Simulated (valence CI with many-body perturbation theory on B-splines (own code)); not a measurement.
**Xe IV: calculated level list**

Computed by configuration interaction combined with many-body perturbation theory (CI+MBPT): five valence electrons over a frozen Dirac-Fock core [Kr] 4d10, radial functions for each j: 11 s, 11 p, 10 d, 8 f, 5 g, 2 h, with the one-electron correlation potential Σ1, the two-electron term Σ2, the three-electron term Σ3, Breit, model QED; selected CI, second order for the rest, scaled by the run's own slope (own B-spline code, finite nucleus).

Set against measurement, 60 paired levels are off by 338 cm⁻¹ on average, the worst by 1240. These come from a selection out of Saloman, J. Phys. Chem. Ref. Data 33, 765 (2004). Levels without a partner in it may be off by more. Among the levels kept, up to 2500 cm⁻¹ of a level comes from second order outside the variational space, and about a tenth of that is noise between levels of different J, which matters for small intervals. 9 measured levels below the end of the list, from 133027 cm⁻¹ on, found no clear computed partner, and computed levels of the same name lie up to 50070 cm⁻¹ from them.

Levels 46 to 90 of 149, with energies above the lowest level, 5s²5p³ ⁴S°_3/2. "Leading %" is the weight of the configuration and term that name the level; weights of strongly mixed levels are sums over their largest components and can fall short. In the jj column 3d3/2^4 stands for four electrons in 3d with j = 3/2. Lifetimes count E1, E2, E3, M1 and M2 decay at the calculated energies, and are blank where another channel may lead or the interval is too uncertain; long ones can be off by a factor of two.

```
No.  Configuration  Term     J  E (cm⁻¹)  Leading %  Lifetime                     Leading jj   Second component
 46       5s²5p²6p   ⁴D°   1/2    186015         46   1.15 ns      5s^2 5p1/2^2 6p1/2 (83 %)  20 % 5s²5p²6p ²P°
 47       5s²5p²6s    ²D   5/2    186360         56    558 ps         5s^2 5p3/2^2 6s (60 %)   18 % 5s²5p²6s ⁴P
 48       4f5s²5p²   ²G°   7/2    188361         44   4.10 ns  4f5/2 5s^2 5p1/2 5p3/2 (75 %)  35 % 4f5s²5p² ⁴G°
 49       5s²5p²5d    ²S   1/2    188700         43   48.2 ps      5s^2 5p3/2^2 5d5/2 (28 %)      19 % 5s5p⁴ ²S
 50       5s²5p²6s    ²P   3/2    188729         30   79.6 ps         5s^2 5p3/2^2 6s (59 %)   29 % 5s²5p²6s ²D
 51       4f5s²5p²   ⁴G°   9/2    189084         78   4.42 ns  4f7/2 5s^2 5p1/2 5p3/2 (72 %)  10 % 4f5s²5p² ⁴F°
 52       4f5s²5p²   ²D°   5/2    189570         51   3.01 ns  4f5/2 5s^2 5p1/2 5p3/2 (78 %)  20 % 4f5s²5p² ⁴G°
 53       5s²5p²5d    ²D   5/2    190593         64   46.4 ps      5s^2 5p3/2^2 5d5/2 (69 %)   20 % 5s²5p²5d ²F
 54       4f5s²5p²   ⁴D°   7/2    190670         49   2.70 ns  4f7/2 5s^2 5p1/2 5p3/2 (71 %)  34 % 4f5s²5p² ²G°
 55       5s²5p²6p   ⁴D°   3/2    190805         43   1.07 ns      5s^2 5p1/2^2 6p3/2 (70 %)  16 % 5s²5p²6p ⁴P°
 56       5s²5p²5d    ²D   3/2    190848         82   50.4 ps      5s^2 5p3/2^2 5d3/2 (56 %)                   
 57       4f5s²5p²   ²G°   9/2    192368         59   4.71 ns  4f7/2 5s^2 5p1/2 5p3/2 (51 %)  26 % 4f5s²5p² ⁴F°
 58       4f5s²5p²   ⁴D°   5/2    192682         51   2.41 ns  4f7/2 5s^2 5p1/2 5p3/2 (79 %)  25 % 4f5s²5p² ²D°
 59       4f5s²5p²   ⁴F°   3/2    192781         50   2.41 ns  4f5/2 5s^2 5p1/2 5p3/2 (83 %)  19 % 4f5s²5p² ⁴D°
 60       4f5s²5p²   ⁴G°  11/2    193013         80   4.45 ns  4f7/2 5s^2 5p1/2 5p3/2 (62 %)  11 % 4f5s²5p² ²H°
 61       5s²5p²6p   ²S°   1/2    193699         46   1.17 ns  5s^2 5p1/2 5p3/2 6p1/2 (75 %)  35 % 5s²5p²6p ⁴D°
 62       5s²5p²6p   ⁴D°   3/2    196245         22   1.51 ns  5s^2 5p1/2 5p3/2 6p1/2 (52 %)  19 % 4f5s²5p² ⁴D°
 63       4f5s²5p²   ⁴D°   3/2    197024         38   1.65 ns  4f5/2 5s^2 5p1/2 5p3/2 (33 %)  15 % 5s²5p²6p ⁴D°
 64       4f5s²5p²   ⁴F°   7/2    197249         51   2.77 ns  4f7/2 5s^2 5p1/2 5p3/2 (62 %)  33 % 4f5s²5p² ²F°
 65       4f5s²5p²   ⁴F°   5/2    197343         45   2.29 ns  4f5/2 5s^2 5p1/2 5p3/2 (62 %)  20 % 4f5s²5p² ²F°
 66       4f5s²5p²   ⁴D°   1/2    197475         83   2.02 ns  4f5/2 5s^2 5p1/2 5p3/2 (54 %)   7 % 4f5s²5p² ²P°
 67       5s²5p²6p   ⁴D°   5/2    198906         76    998 ps  5s^2 5p1/2 5p3/2 6p3/2 (60 %)   5 % 5s²5p²6p ²F°
 68       5s²5p²6p   ⁴S°   3/2    199713         27   1.38 ns  5s^2 5p1/2 5p3/2 6p3/2 (58 %)  18 % 4f5s²5p² ²D°
 69       5s²5p²6p   ²D°   5/2    200440         48   1.16 ns  5s^2 5p1/2 5p3/2 6p1/2 (58 %)  31 % 5s²5p²6p ⁴P°
 70       5s²5p²6p   ⁴P°   1/2    200803         70    977 ps  5s^2 5p1/2 5p3/2 6p3/2 (72 %)  14 % 5s²5p²6p ²P°
 71       4f5s²5p²   ²D°   3/2    201501         31   1.66 ns      4f5/2 5s^2 5p3/2^2 (20 %)  18 % 4f5s²5p² ⁴F°
 72       5s²5p²6s    ²S   1/2    201949         80    442 ps         5s^2 5p3/2^2 6s (82 %)    5 % 5s²5p²6s ⁴P
 73       4f5s²5p²   ²G°   9/2    202718         36   4.56 ns      4f7/2 5s^2 5p3/2^2 (40 %)  34 % 4f5s²5p² ⁴F°
 74       5s²5p²6p   ⁴D°   7/2    203074         56   1.11 ns  5s^2 5p1/2 5p3/2 6p3/2 (69 %)  24 % 5s²5p²6p ²F°
 75       5s²5p²6p   ⁴P°   3/2    204168         41   1.01 ns  5s^2 5p1/2 5p3/2 6p1/2 (44 %)  24 % 5s²5p²6p ⁴S°
 76       4f5s²5p²   ²G°   7/2    205197         37   3.00 ns  4f5/2 5s^2 5p1/2 5p3/2 (39 %)  23 % 4f5s²5p² ²F°
 77       4f5s²5p²   ²F°   5/2    205944         47   2.06 ns  4f7/2 5s^2 5p1/2 5p3/2 (36 %)  12 % 5s²5p²6p ⁴P°
 78       5s²5p²6p   ²P°   3/2    206127         57   1.19 ns  5s^2 5p1/2 5p3/2 6p3/2 (65 %)  28 % 5s²5p²6p ²D°
 79       4f5s²5p²   ²G°   9/2    206275         42   5.23 ns      4f7/2 5s^2 5p3/2^2 (46 %)  26 % 4f5s²5p² ²H°
 80       4f5s²5p²   ²F°   5/2    207521         26   1.50 ns      4f5/2 5s^2 5p3/2^2 (47 %)  13 % 5s²5p²6p ⁴P°
 81       4f5s²5p²   ²F°   7/2    207611         36   3.05 ns      4f5/2 5s^2 5p3/2^2 (47 %)  18 % 4f5s²5p² ²G°
 82       5s²5p²6p   ²P°   1/2    209373         70   1.37 ns  5s^2 5p1/2 5p3/2 6p3/2 (59 %)  12 % 5s²5p²6p ²S°
 83       4f5s²5p²   ²F°   5/2    209437         53   1.81 ns  4f7/2 5s^2 5p1/2 5p3/2 (38 %)  12 % 4f5s²5p² ²D°
 84       4f5s²5p²   ²H°  11/2    211544         82   3.64 ns      4f7/2 5s^2 5p3/2^2 (61 %)  10 % 4f5s²5p² ⁴G°
 85       4f5s²5p²   ²D°   3/2    213569         76   2.07 ns      4f5/2 5s^2 5p3/2^2 (39 %)   4 % 4f5s²5p² ⁴F°
 86       4f5s²5p²   ²H°   9/2    214440         45   5.12 ns      4f5/2 5s^2 5p3/2^2 (77 %)  42 % 4f5s²5p² ²G°
 87       5s²5p²6p   ²F°   5/2    215895         42   1.78 ns      5s^2 5p3/2^2 6p1/2 (40 %)  23 % 4f5s²5p² ²D°
 88       5s²5p²6p   ²D°   3/2    216179         37   1.12 ns      5s^2 5p3/2^2 6p1/2 (73 %)  23 % 5s²5p²6p ²P°
 89       5s²5p²6p   ²D°   5/2    216872         59   1.00 ns      5s^2 5p3/2^2 6p3/2 (59 %)  28 % 5s²5p²6p ⁴P°
 90       5s²5p²6p   ²F°   7/2    217179         42   1.57 ns      5s^2 5p3/2^2 6p3/2 (53 %)  18 % 5s²5p²6p ⁴D°
```

Names give the largest LS component (configuration and term), which can be under half, so a name can repeat, a term be missing and a line seem to break the LS rules; names also repeat where a configuration has a term twice.

Where two levels of one J and parity lie close, their mixing, g and order are uncertain.
